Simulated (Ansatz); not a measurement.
C2H6I2OZr (`C[O][Zr]([CH3])([I])[I]`). Total charge 0; spin multiplicity 1. Zr, I takes the def2 core potential. All single points use the PBE0-D4/def2-TZVP geometry. It is one conformer, not always the lowest.

```xyz
12

C    -1.665   -1.479    0.871
O    -0.544   -0.852    0.324
Zr    1.034   -0.175   -0.420
C     0.683    1.985   -0.510
I     3.150   -0.588    1.249
I     1.357   -1.056   -2.980
H    -2.411   -0.729    1.145
H    -1.379   -2.040    1.765
H    -2.101   -2.166    0.141
H     0.504    2.396    0.490
H     1.559    2.486   -0.937
H    -0.186    2.216   -1.137
```

Q: What is the dipole moment at B3LYP/def2-TZVPP? (An estimate is asked.)

A: The calculation gave: 3.21 D, with components (-2.95, -0.06, 1.26) D in this frame, pointing from negative to positive charge.

Q: And with PBE, r2SCAN, ωB97M-V? (An estimate is asked.)

A: Ansatz gave: PBE 3.20 D, r2SCAN 3.28 D, ωB97M-V 3.31 D.

Q: Give the Mulliken charges with B3LYP, r2SCAN, ωB97M-V in def2-TZVPP. (Estimate.)

A: The calculation gave: 
```json
{"atom": "C1", "B3LYP": "-0.13", "r2SCAN": "0.00", "ωB97M-V": "-0.19"}
{"atom": "O2", "B3LYP": "-0.45", "r2SCAN": "-0.43", "ωB97M-V": "-0.41"}
{"atom": "Zr3", "B3LYP": "0.87", "r2SCAN": "0.83", "ωB97M-V": "0.72"}
{"atom": "C4", "B3LYP": "-0.51", "r2SCAN": "-0.43", "ωB97M-V": "-0.56"}
{"atom": "I5", "B3LYP": "-0.22", "r2SCAN": "-0.21", "ωB97M-V": "-0.17"}
{"atom": "I6", "B3LYP": "-0.22", "r2SCAN": "-0.21", "ωB97M-V": "-0.17"}
{"atom": "H7", "B3LYP": "0.11", "r2SCAN": "0.07", "ωB97M-V": "0.13"}
{"atom": "H8", "B3LYP": "0.11", "r2SCAN": "0.07", "ωB97M-V": "0.13"}
{"atom": "H9", "B3LYP": "0.11", "r2SCAN": "0.07", "ωB97M-V": "0.13"}
{"atom": "H10", "B3LYP": "0.10", "r2SCAN": "0.08", "ωB97M-V": "0.13"}
{"atom": "H11", "B3LYP": "0.10", "r2SCAN": "0.08", "ωB97M-V": "0.13"}
{"atom": "H12", "B3LYP": "0.10", "r2SCAN": "0.08", "ωB97M-V": "0.13"}
```

B3LYP here is the variant with VWN-RPA as its local correlation; programs differ in this.
